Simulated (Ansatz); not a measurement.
`BC#C[O][AlH2]`, relaxed with RKS PBE0-D4/def2-TZVP in Ansatz 0.2.0 from a PBE-D4/def2-SVP geometry. The force threshold is 0.005 eV/Å; the program also tests the step.

Total charge 0; spin multiplicity 1.

Start:

```xyz
9

B     2.483    0.469    0.944
C     1.234    0.033    0.250
C     0.192   -0.325   -0.324
O    -0.859   -0.719   -0.946
Al   -2.586   -0.335   -0.814
H     2.446    1.331    1.807
H     3.559   -0.028    0.660
H    -3.447   -1.135   -1.875
H    -3.022    0.708    0.299
```

| step | energy (eV) | largest force (eV/Å) | largest move (Å) |
| --- | --- | --- | --- |
| 1 | -11450.9302 | 1.581 | 0.000 |
| 2 | -11450.9923 | 0.391 | 0.043 |
| 3 | -11450.9993 | 0.084 | 0.025 |
| 4 | -11450.9996 | 0.031 | 0.009 |
| 5 | -11450.9997 | 0.094 | 0.014 |
| 6 | -11451.0000 | 0.035 | 0.012 |
| 7 | -11451.0002 | 0.040 | 0.022 |
| 8 | -11451.0003 | 0.009 | 0.008 |
| 9 | -11451.0003 | 0.001 | 0.006 |
| 10 | -11451.0003 | 0.006 | 0.008 |
| 11 (rejected) | -11451.0003 | 0.004 | 0.003 |
| 12 | -11451.0003 | 0.004 | 0.002 |

End:

```xyz
9

B     2.426    0.473    0.939
C     1.201    0.021    0.230
C     0.197   -0.348   -0.350
O    -0.837   -0.752   -0.973
Al   -2.514   -0.331   -0.799
H     2.358    1.307    1.794
H     3.492    0.006    0.662
H    -3.435   -1.093   -1.813
H    -2.887    0.718    0.310
```

It took 54 s on 2 threads of an Arm Neoverse V1 on a shared host, with 0.41 GiB of host memory at the peak.
